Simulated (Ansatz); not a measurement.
Consider the formal exchange of groups at a Ga–O bond: `C[O][Ga]([CH3])[Cl]` + `CC` → `C[CH2][Ga]([CH3])[Cl]` + CH₃OH.

Gas-phase electronic energies from Ansatz, PBE0-D4/def2-TZVP geometries. CBS: MP2 limit from def2 TZ/QZ plus the TZ coupled-cluster correction, frozen cores. This one scheme is used for every species. Functionals use def2-TZVPP. B3LYP here is the variant with VWN-RPA as its local correlation; programs differ in this. HSE06 is defined as in plane-wave codes. For Ga outer-core shells are correlated without core-valence functions, which leaves a few kJ/mol of doubt a bond. Scalar relativity is left out up to krypton. Each species was taken in one conformer, which may not be the lowest.

(1) Is it downhill or uphill in electronic energy at CCSD(T)/CBS, and by how much? (Estimate.)

(2) What do these levels give: LDA (SPW92), PBE0-D4, B3LYP-D4, HSE06, HF/def2-SVP, CCSD/def2-SVP? (Estimate.)

Largest T1 diagnostic among the species: 0.013.

## Answers

(1) Ansatz gave: Uphill: ΔE = +0.72 eV.

(2) The calculation gave: LDA (SPW92) 0.71, PBE0-D4 0.70, B3LYP-D4 0.78, HSE06 0.71, HF/def2-SVP 0.92, CCSD/def2-SVP 0.94 eV.

Leaving LDA and LC-ωPBE aside and taking each functional with its dispersion term where it has one, the values, not all of them listed here, spread over 0.14 eV, from HSE06-D4 to B97M-V. In def2-TZVPP, CCSD(T) changes the Hartree–Fock value by −0.10 eV (the triples alone add +0.00 eV) and MP2 by −0.11 eV. At CCSD(T), def2-SVP lies +0.23 eV from the extrapolated value and def2-TZVPP +0.06 eV.
